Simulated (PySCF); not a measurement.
CH5BrFNSi, singlet, at a GFN2-xTB geometry. Base run: CAMB3LYP/6-31G, polarisability (PySCF).

PySCF was given this input:
```python
from pyscf import gto, scf, dft
from pyscf.prop import polarizability

mol = gto.Mole()
mol.atom = '''
    C     1.938482    0.892163    0.833872
    Si    0.292399   -0.026623    0.762942
    N    -0.998226    0.418009    1.786731
    F     0.568604   -1.571446    1.102298
    Br   -0.519657    0.044709   -1.286915
    H     1.824061    1.941098    0.573984
    H     2.658624    0.461396    0.142643
    H     2.369244    0.842049    1.830304
    H    -0.981648    0.177437    2.762192
    H    -1.536615    1.249901    1.620696
'''
mol.basis = '6-31g'
mol.charge = 0
mol.spin = 0
mol.verbose = 3
mol.build()

mf = dft.RKS(mol)
mf.xc = 'camb3lyp'
mf.kernel()
alpha = mf.Polarizability().polarizability()[2, 2]
print('alpha_zz =', alpha)
```

Each row names what was changed in the base input (with any setting that the change needs).

| change | alpha_zz (bohr³) | basis functions | core-seconds (rough) |
|---|---|---|---|
| base | 57.28 | 77 | 70 |
| functional = lda,vwn | 60.93 | 77 | 10 |
| basis = 6-31G* | (withheld) | (withheld) | 100 |
| finite field (a.u.) = 2e-4; conv_tol = 1e-11 | 57.28 | 77 | 100 |
| functional = hf | 53.67 | 77 | 3 |
| functional = pbe0 | 58.04 | 77 | 20 |
| finite field (a.u.) = 0.05; conv_tol = 1e-11 | 58.29 | 77 | 100 |
| finite field (a.u.) = 2e-4; conv_tol = 1e-6 | 52.31 | 77 | 50 |
| finite field (a.u.) = 0.001; conv_tol = 1e-6 | 57.34 | 77 | 60 |
| finite field (a.u.) = 0.001; conv_tol = 1e-11 | 57.28 | 77 | 100 |
| basis = cc-pVDZ | (withheld) | (withheld) | 100 |
| basis = def2-SVP | 57.50 | 117 | 80 |

Question: Complete the blanks.

Answer: 
- basis = 6-31G*, alpha_zz (bohr³): 58.42
- basis = 6-31G*, basis functions: 102
- basis = cc-pVDZ, alpha_zz (bohr³): 58.73
- basis = cc-pVDZ, basis functions: 112

Finite-field rows take the second difference of the energy in a field along z; a small field with loose convergence shows SCF noise divided by the square of the field, and a large one adds hyperpolarisability.
